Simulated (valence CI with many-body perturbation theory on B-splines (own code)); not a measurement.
## E1 transitions of Pr²⁸⁺

Level of theory: valence CI with perturbative core correlation (CI+MBPT): three valence electrons over a frozen Dirac-Fock core [Ar] 3d10, radial functions for each j: 11 s, 11 p, 10 d, 8 f, 5 g, 2 h, with the one-electron correlation potential Σ1, the two-electron term Σ2, the three-electron term Σ3, Breit, model QED; selected CI, second order for the rest, scaled by the run's own slope (own B-spline code, finite nucleus).

The last digits are not significant, and no measured levels were compared; by estimate large intervals hold to a few tenths of a per cent, small ones and those within an open d or f shell to about a per cent.

Lines 201 to 250 of 543 in falling wavelength, among levels below 439.32 eV, chosen from the strongest by gf and those to the six lowest levels. Wavelengths and rates use the calculated energies. Electric multipoles are in the length gauge, E1 and E2 with the static RPA response of the core. Weak lines are less certain than strong ones. Lines between different terms over intervals too small for the method are left out, as are lines whose strength nearly cancels. Where a level lies close to another of its J and parity, the split of strength between their lines is uncertain. The highest levels of a list are the least certain.

Levels are named by their leading jj configuration (3d3/2^4 stands for four electrons in 3d with j = 3/2), which in mixed levels can hold well under half, so a name can repeat and another be missing. Letters in brackets count levels of one name in rising energy.

```tsv
λ vac (Å)	Upper	Lower	A (s⁻¹)	S (a.u.)
112.0	(4s 4p1/2 4d5/2) J=5/2 [b]	(4s 4p1/2 4p3/2) J=3/2 [b]	1.41e+11	5.89e-01
112.0	(4p3/2 4d3/2 4d5/2) J=3/2 [c]	(4p3/2^2 4d3/2) J=3/2 [b]	7.29e+10	2.02e-01
112.0	(4p3/2 4d3/2^2) J=3/2 [b]	(4p3/2^2 4d3/2) J=5/2	6.36e+10	1.76e-01
111.9	(4p1/2 4d3/2 4d5/2) J=5/2 [a]	(4p1/2 4p3/2 4d3/2) J=5/2 [a]	6.33e+10	2.63e-01
111.9	(4p1/2 4p3/2 4d5/2) J=3/2 [b]	(4p1/2 4p3/2^2) J=1/2	8.87e+10	2.46e-01
111.7	(4p1/2 4d3/2 4d5/2) J=3/2 [b]	(4p1/2 4p3/2 4d5/2) J=3/2 [a]	8.37e+10	2.30e-01
111.6	(4s 4d3/2 4d5/2) J=3/2 [b]	(4s 4p3/2 4d3/2) J=3/2 [b]	9.38e+10	2.58e-01
111.5	(4s 4d5/2^2) J=3/2	(4s 4p3/2 4d5/2) J=5/2 [b]	8.85e+10	2.43e-01
111.4	(4p1/2 4d5/2^2) J=7/2	(4p1/2 4p3/2 4d5/2) J=7/2 [a]	4.31e+10	2.35e-01
111.2	(4p3/2^2 4d5/2) J=1/2	(4p3/2^3) J=3/2	1.82e+11	2.48e-01
111.1	(4p1/2 4p3/2 4d5/2) J=1/2	(4p1/2 4p3/2^2) J=1/2	2.09e+11	2.82e-01
110.9	(4p1/2 4d3/2 4d5/2) J=1/2	(4p1/2 4p3/2 4d3/2) J=1/2 [a]	1.25e+11	1.69e-01
110.9	(4s 4d5/2^2) J=1/2	(4s 4p3/2 4d5/2) J=3/2	2.55e+11	3.42e-01
110.8	(4s 4p3/2 4f7/2) J=7/2	(4s 4p3/2 4d5/2) J=7/2 [a]	4.91e+10	2.64e-01
110.8	(4p1/2 4d5/2^2) J=5/2	(4p1/2 4p3/2 4d5/2) J=5/2 [a]	3.27e+10	1.32e-01
110.7	(4p3/2^2 4d3/2) J=3/2 [b]	(4p3/2^3) J=3/2	4.99e+10	1.34e-01
110.6	(4p1/2 4p3/2 4d3/2) J=5/2 [b]	(4p1/2 4p3/2^2) J=5/2	5.39e+10	2.16e-01
110.6	(4p3/2^2 4d3/2) J=7/2	(4s 4p1/2 4d5/2) J=5/2 [b]	2.50e+10	1.34e-01
110.5	(4s 4d5/2^2) J=3/2	(4s 4p3/2 4d5/2) J=3/2	1.70e+11	4.52e-01
110.5	(4s 4d5/2^2) J=9/2	(4s 4p3/2 4d3/2) J=7/2	2.76e+10	1.83e-01
110.4	(4s 4d5/2^2) J=7/2	(4s 4p3/2 4d5/2) J=7/2 [b]	8.09e+10	4.30e-01
110.4	(4s 4p3/2 4d5/2) J=5/2 [a]	(4s 4p3/2^2) J=5/2	1.69e+11	6.72e-01
110.2	(4s 4p3/2 4d5/2) J=1/2	(4s 4p3/2^2) J=1/2	1.97e+11	2.61e-01
110.2	(4p3/2 4d3/2 4d5/2) J=5/2 [c]	(4p3/2^2 4d5/2) J=7/2	9.70e+10	3.84e-01
110.1	(4s 4d3/2 4d5/2) J=1/2	(4s 4p3/2 4d3/2) J=1/2 [b]	2.30e+11	3.03e-01
110.0	(4p1/2 4p3/2 4f7/2) J=5/2 [b]	(4p1/2 4p3/2 4d5/2) J=3/2 [b]	7.27e+10	2.87e-01
109.6	(4p1/2 4p3/2 4d5/2) J=7/2 [b]	(4p1/2 4p3/2^2) J=5/2	8.83e+10	4.59e-01
109.6	(4s 4p1/2 4f7/2) J=7/2 [a]	(4s 4p1/2 4d5/2) J=5/2 [a]	3.00e+10	1.56e-01
109.5	(4p1/2 4p3/2 4f7/2) J=7/2 [b]	(4p1/2 4p3/2 4d5/2) J=7/2 [b]	2.77e+10	1.43e-01
109.3	(4p3/2 4d3/2 4d5/2) J=7/2 [d]	(4p3/2^2 4d3/2) J=5/2	2.41e+10	1.24e-01
109.3	(4p1/2 4d3/2 4d5/2) J=3/2 [c]	(4p1/2 4p3/2 4d5/2) J=5/2 [a]	7.25e+10	1.87e-01
109.2	(4s 4p1/2 4f7/2) J=5/2	(4s 4p1/2 4d5/2) J=3/2	1.96e+11	7.58e-01
108.9	(4s 4p3/2 4f5/2) J=5/2 [a]	(4s 4p3/2 4d5/2) J=5/2 [a]	6.50e+10	2.49e-01
108.9	(4s 4p1/2 4d5/2) J=3/2	(4s 4p1/2 4p3/2) J=3/2 [b]	8.02e+10	2.04e-01
108.9	(4p3/2 4d5/2^2) J=9/2 [b]	(4p3/2^2 4d5/2) J=9/2	1.06e+11	6.72e-01
108.8	(4p1/2 4p3/2 4f7/2) J=3/2	(4p1/2 4p3/2 4d5/2) J=1/2	1.51e+11	3.84e-01
108.8	(4s 4d5/2^2) J=7/2	(4s 4p3/2 4d5/2) J=7/2 [a]	1.24e+11	6.32e-01
108.7	(4p1/2^2 4f7/2) J=7/2	(4p1/2^2 4d5/2) J=5/2	4.99e+10	2.53e-01
108.6	(4s 4d3/2 4d5/2) J=3/2 [a]	(4s 4p3/2 4d3/2) J=3/2 [a]	6.82e+10	1.72e-01
108.6	(4s 4p1/2 4f7/2) J=9/2	(4s 4p1/2 4d5/2) J=7/2	4.23e+10	2.67e-01
108.5	(4p1/2 4p3/2 4f7/2) J=7/2 [b]	(4p1/2 4p3/2 4d3/2) J=5/2 [b]	6.25e+10	3.15e-01
108.4	(4s 4d3/2 4d5/2) J=5/2 [b]	(4s 4p3/2 4d3/2) J=7/2	4.77e+10	1.80e-01
108.3	(4s 4d5/2^2) J=1/2	(4s 4p3/2 4d5/2) J=1/2	1.54e+11	1.93e-01
108.3	(4s 4d3/2 4d5/2) J=5/2 [b]	(4s 4p3/2 4d3/2) J=3/2 [a]	4.01e+10	1.50e-01
108.2	(4p1/2 4p3/2 4f7/2) J=5/2 [a]	(4p1/2 4p3/2 4d3/2) J=3/2 [b]	6.10e+10	2.29e-01
108.1	(4s 4p1/2 4f5/2) J=7/2	(4s 4p1/2 4d5/2) J=5/2 [b]	1.16e+11	5.77e-01
108.1	(4p1/2 4p3/2 4f5/2) J=5/2 [a]	(4p1/2 4p3/2 4d5/2) J=5/2 [a]	3.26e+10	1.22e-01
108.1	(4p1/2 4p3/2 4f7/2) J=3/2	(4p1/2 4p3/2 4d5/2) J=3/2 [b]	6.00e+10	1.49e-01
108.0	(4s 4d5/2^2) J=3/2	(4s 4p3/2 4d5/2) J=1/2	1.62e+11	4.02e-01
108.0	(4s 4d5/2^2) J=9/2	(4s 4p3/2 4d5/2) J=9/2	1.65e+11	1.03e+00
```
